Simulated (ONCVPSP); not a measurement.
Varying the ONCV potential for Ar (Z = 18)

Base potential:

Ar (Z = 18), optimised norm-conserving Vanderbilt (ONCV), made with ONCVPSP 4.0.1 (PBE, fully relativistic). Core [Ne], reference 3s2 3p6. Waves: 3s: rc 1.05 bohr, ncon 3, nbas 6, qcut 4.9 1/bohr, 2 projectors, debl 1 Ha; 3p: rc 1.45 bohr, ncon 4, nbas 7, qcut 6.2 1/bohr, 3 projectors, debl 1.5 Ha; d scattering state at 0.38 Ha: rc 1.60 bohr, ncon 4, nbas 7, qcut 5.5 1/bohr, 1 projector. Local part: polynomial inside 0.70 bohr (lpopt 5, dvloc0 0 Ha). Core correction: none.

Open shells are filled in proportion to 2j + 1.

All-electron outer shells of the reference configuration (PBE, scalar-relativistic, ld1.x):

```csv
shell,level (eV),outermost node (bohr),outermost maximum (bohr)
2s,-296.99,0.12,0.34
2p,-229.89,–,0.28
3s,-24.29,0.52,1.17
3p,-10.27,0.49,1.30
```

Cutoffs, loose and tight: the cutoffs (Ha) at which the residual kinetic energy of the hardest occupied pseudo-wave falls to 1 and 0.1 mHa per electron. They do not see the model core or the augmentation charge, which bear on the density cutoff. Test errors are all-electron minus pseudo excitation energies from the reference, over the configurations 3s2 3p5; 3s2 3p4; 3s2 3p3; 3s1 3p6. A dash means not determined; rows that change the core or the reference have their own tests.

```tsv
change	outcome	cutoff, loose	cutoff, tight	bound ghosts	GHOST(+) flags above zero	largest test error (meV)
base	generated	57 Ha	78 Ha	none	s, p3/2	+41
p: qcut 5.8	generated	57 Ha	78 Ha	none	s	+39
functional PBEsol	generated	57 Ha	79 Ha	none	s, p3/2, p1/2	+56
```

Problem. What comes out with this change to the base: p: rc 2.12?

Solution. outcome: generated; cutoff, loose: 57 Ha; cutoff, tight: 78 Ha; bound ghosts: none; GHOST(+) flags above zero: s; largest test error (meV): -13.

Problem. What comes out with this change to the base: s: qcut 3.6; p: qcut 4.6; d: qcut 4?

Solution. outcome: generated; cutoff, loose: 73 Ha; cutoff, tight: 118 Ha; bound ghosts: none; GHOST(+) flags above zero: s, p3/2, d5/2, p1/2, d3/2; largest test error (meV): +45.
